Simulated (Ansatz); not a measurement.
Born–Oppenheimer molecular dynamics of AgBr (2 atoms, charge 0, multiplicity 1). It starts from a relaxed structure.

These are results of RKS PBE0-D4/def2-SVP (Ansatz 0.2.0), not measurements.

| Property | Result |
| --- | --- |
| ensemble | NVT, Nosé–Hoover chain |
| time step | 1 fs |
| steps asked | 250 |
| set temperature | 1000 K |
| thermostat | time constant 100 fs, chain length 5 |
| seed | 358739 |

Frames 2 fs apart, positions in Å, forces in eV/Å.

Velocities at 140.0 fs (Å/ps):

```
Br 3.02 -1.07 1.52
Ag -2.24 0.79 -1.13
```

```xyz
2
Properties=species:S:1:pos:R:3:forces:R:3 time_fs=140.0 energy_less_start_eV=0.004 T=2106
Br 1.058 -0.400 0.528 -0.24 0.08 -0.12
Ag -1.025 0.338 -0.522 0.24 -0.08 0.12
2
Properties=species:S:1:pos:R:3:forces:R:3 time_fs=142.0 energy_less_start_eV=0.008 T=2125
Br 1.064 -0.402 0.531 -0.33 0.12 -0.17
Ag -1.030 0.340 -0.525 0.33 -0.12 0.17
2
Properties=species:S:1:pos:R:3:forces:R:3 time_fs=144.0 energy_less_start_eV=0.014 T=2116
Br 1.070 -0.404 0.534 -0.42 0.15 -0.21
Ag -1.034 0.342 -0.527 0.42 -0.15 0.21
2
Properties=species:S:1:pos:R:3:forces:R:3 time_fs=146.0 energy_less_start_eV=0.020 T=2081
Br 1.076 -0.406 0.537 -0.50 0.18 -0.25
Ag -1.038 0.343 -0.529 0.50 -0.18 0.25
2
Properties=species:S:1:pos:R:3:forces:R:3 time_fs=148.0 energy_less_start_eV=0.028 T=2021
Br 1.082 -0.408 0.540 -0.57 0.20 -0.29
Ag -1.043 0.345 -0.531 0.57 -0.20 0.29
2
Properties=species:S:1:pos:R:3:forces:R:3 time_fs=150.0 energy_less_start_eV=0.037 T=1938
Br 1.088 -0.410 0.543 -0.64 0.23 -0.32
Ag -1.047 0.346 -0.533 0.64 -0.23 0.32
2
Properties=species:S:1:pos:R:3:forces:R:3 time_fs=152.0 energy_less_start_eV=0.046 T=1835
Br 1.094 -0.412 0.546 -0.71 0.25 -0.36
Ag -1.052 0.348 -0.536 0.71 -0.25 0.36
2
Properties=species:S:1:pos:R:3:forces:R:3 time_fs=154.0 energy_less_start_eV=0.056 T=1714
Br 1.099 -0.414 0.549 -0.77 0.27 -0.39
Ag -1.056 0.349 -0.538 0.77 -0.27 0.39
2
Properties=species:S:1:pos:R:3:forces:R:3 time_fs=156.0 energy_less_start_eV=0.066 T=1580
Br 1.105 -0.416 0.552 -0.83 0.29 -0.42
Ag -1.060 0.351 -0.540 0.83 -0.29 0.42
2
Properties=species:S:1:pos:R:3:forces:R:3 time_fs=158.0 energy_less_start_eV=0.077 T=1435
Br 1.110 -0.418 0.554 -0.88 0.31 -0.44
Ag -1.063 0.352 -0.542 0.88 -0.31 0.44
2
Properties=species:S:1:pos:R:3:forces:R:3 time_fs=160.0 energy_less_start_eV=0.087 T=1282
Br 1.115 -0.420 0.557 -0.92 0.33 -0.47
Ag -1.067 0.353 -0.543 0.92 -0.33 0.47
2
Properties=species:S:1:pos:R:3:forces:R:3 time_fs=162.0 energy_less_start_eV=0.097 T=1124
Br 1.119 -0.421 0.559 -0.96 0.34 -0.49
Ag -1.070 0.354 -0.545 0.96 -0.34 0.49
```

Of the whole run (250 fs, mean temperature of the second half 2661 K): The conserved energy stayed within 0.19 meV per atom of its start (net change 0.14 meV per atom), so the integration is sound. The mean temperature of the second half is 166 % above the set value. A run of 0.25 ps of so small a system gives no equilibrium averages.

Run time: 3.3 min on 1 thread of AMD EPYC 9R45 96-Core Processor (Zen 5) (shared host), peak memory 0.22 GiB.
